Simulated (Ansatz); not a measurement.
The same molecule with X = O, S, Se. Ansatz, PBE0-D4/def2-TZVP geometries, multiplicity 1. Each molecule was computed in one conformer, which needn't be the lowest.

Scalar relativity is left out up to krypton.

```
X                    molecule  mean X–Al bond length / Å  mean X–H bond length / Å  LUMO energy (PBE/def2-TZVPP) / eV  zero-point energy (PBE0-D4/def2-TZVP) / kJ/mol  HOMO–LUMO gap (B3LYP/def2-TZVPP) / eV
O  `[OH2+][Al-]([F])([F])[F]`                      1.937                     0.965                              -1.79                                            87.9                                   9.01
S  `[F][Al-]([F])([F])[SH2+]`                      2.458                     1.346                              -2.09                                            68.6                                   8.41
```

(1) Give the row for X = Se, `[F][Al-]([F])([F])[SeH2+]`. (Best estimate.)

Answers

(1) The calculation gave: 
```json
{"X": "Se", "molecule": "`[F][Al-]([F])([F])[SeH2+]`", "mean X–Al bond length / Å": "2.593", "mean X–H bond length / Å": "1.470", "LUMO energy (PBE/def2-TZVPP) / eV": "-2.24", "zero-point energy (PBE0-D4/def2-TZVP) / kJ/mol": "63.3", "HOMO–LUMO gap (B3LYP/def2-TZVPP) / eV": "7.64"}
```

From O to Se the mean X–Al bond length rises at each step, by 0.656 Å in all; the mean X–H bond length rises at each step, by 0.505 Å in all; the LUMO energy (PBE/def2-TZVPP) falls at each step, by 0.45 eV in all; the zero-point energy (PBE0-D4/def2-TZVP) falls at each step, by 24.6 kJ/mol in all; the HOMO–LUMO gap (B3LYP/def2-TZVPP) falls at each step, by 1.37 eV in all. Bonds lengthen as the atom grows down the group.

B3LYP here is the variant with VWN-RPA as its local correlation; programs differ in this.

Spin–orbit coupling is left out; it splits and shifts lone-pair levels of the heavy atoms by tenths of an eV.
